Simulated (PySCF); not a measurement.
CH7NSi3, SMILES [SiH3][Si@@H]1[SiH2]C=N1. The structure is a stationary point at PBE-D3(BJ)/def2-SVP. The structure was generated by enumeration; whether it is a known compound was not checked.

Computed equilibrium geometry at PBE-D3(BJ)/def2-SVP (PySCF confirms it by a frequency run) as bond lengths and angles:
Atoms: Si1 Si2 N3 C4 Si5 H6 H7 H8 H9 H10 H11 H12. Bond lengths (Å): Si1–Si2 2.351, Si1–H6 1.505, Si1–H7 1.505, Si1–H8 1.506, Si2–N3 1.834, Si2–Si5 2.362, Si2–H9 1.508, N3–C4 1.299, C4–Si5 1.939, C4–H10 1.118, Si5–H11 1.509, Si5–H12 1.510. Angles (°): Si2–Si1–H6 109.0, Si2–Si1–H7 111.5, Si2–Si1–H8 109.3, H6–Si1–H7 109.2, H6–Si1–H8 108.8, H7–Si1–H8 108.9, Si1–Si2–N3 111.0, Si1–Si2–Si5 118.5, Si1–Si2–H9 111.1, N3–Si2–Si5 78.2, N3–Si2–H9 112.4, Si5–Si2–H9 120.9, Si2–N3–C4 102.5, N3–C4–Si5 109.9, N3–C4–H10 119.8, Si5–C4–H10 130.3, Si2–Si5–C4 69.2, Si2–Si5–H11 119.5, Si2–Si5–H12 123.2, C4–Si5–H11 114.1, C4–Si5–H12 118.1, H11–Si5–H12 108.0.
